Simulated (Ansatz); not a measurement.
Input file for H6N4W, SMILES `[NH]=[W](=[NH])([NH2])[NH2]`:

```yaml
crystal:
  periodic: [false, false, false]
  atoms:
    - {symbol: N, position_ang: [-1.628774, 0.000139, -0.918386]}
    - {symbol: W, position_ang: [-0.077668, -0.151123, -0.105778]}
    - {symbol: N, position_ang: [0.761645, -1.687439, -0.262042]}
    - {symbol: N, position_ang: [-0.407790, 0.124929, 1.805429]}
    - {symbol: N, position_ang: [1.098573, 1.219228, -0.864975]}
    - {symbol: H, position_ang: [-2.414139, -0.287492, -1.479384]}
    - {symbol: H, position_ang: [0.911875, -2.635756, -0.565975]}
    - {symbol: H, position_ang: [0.113531, -0.333523, 2.534693]}
    - {symbol: H, position_ang: [-1.214718, 0.604386, 2.169792]}
    - {symbol: H, position_ang: [2.092851, 1.104313, -0.974351]}
    - {symbol: H, position_ang: [0.764604, 2.042339, -1.339023]}
basis:
  gaussian: {orbitals: def2-SVP}
correlation: {method: ccsd_t}
```

```sh
$ ansatz run in.yaml --threads 4 --pin off --events-out ev --progress --plain --max-ram 10444MiB
```

Output of Ansatz, abridged:

```
Functional definition: HF
1203 factors; integrals over basis functions are off by at most 1.3e-3 eV
mean field evaluation 1: about -7815.8403 eV, gradient 6.6e1 eV
mean field evaluation 2: about -7815.8512 eV, gradient 6.6e1 eV
mean field evaluation 4: about -7824.2979 eV, gradient 1.1e1 eV
mean field evaluation 8: about -7824.5816 eV, gradient 2.2e-1 eV
mean field evaluation 16: about -7824.5494 eV, gradient 2.3e0 eV
mean field -7824.58192622 eV, -287.5480820964 hartree, gradient 2.9e-6 eV, S^2 0.000000; 0 other end points of the search recorded, 0 dependent functions left out
4 core orbitals not correlated: weight in the atoms' cores, before any rotation towards them, 1.000 or more for the frozen orbitals, at most 0.000 for the correlated occupied ones
reference -7824.58192622 eV, -287.5480820964 hartree; 20, 20 occupied and 94, 94 virtual orbitals, 1203 factors
second order -29.29934522 eV of doubles, -0.00000000 eV of singles
cycle   1  -27.07541758 eV  change     2.2e0 eV  update   2.4e-1
cycle   2  -28.32118188 eV  change    -1.2e0 eV  update   1.3e-1
cycle   3  -28.64387379 eV  change   -3.2e-1 eV  update   3.3e-2
cycle   4  -28.65063594 eV  change   -6.8e-3 eV  update   1.2e-2
cycle   5  -28.64456636 eV  change    6.1e-3 eV  update   2.9e-3
cycle   6  -28.64707059 eV  change   -2.5e-3 eV  update   1.4e-3
cycle   7  -28.64640263 eV  change    6.7e-4 eV  update   4.2e-4
cycle   8  -28.64622291 eV  change    1.8e-4 eV  update   1.9e-4
cycle   9  -28.64636006 eV  change   -1.4e-4 eV  update   5.9e-5
cycle  10  -28.64631388 eV  change    4.6e-5 eV  update   2.5e-5
cycle  11  -28.64628048 eV  change    3.3e-5 eV  update   9.5e-6
perturbative correction -1.36596787 eV, -0.0501983932 hartree
Total energy: -7854.59417457 eV, -288.6510118803 hartree
```

It took 19 s on 4 threads of an Intel Xeon Platinum 8259CL on a shared host, with 0.84 GiB of host memory at the peak.

Correlation energy per correlated electron: -0.750 eV. T1 diagnostic: 0.0198.
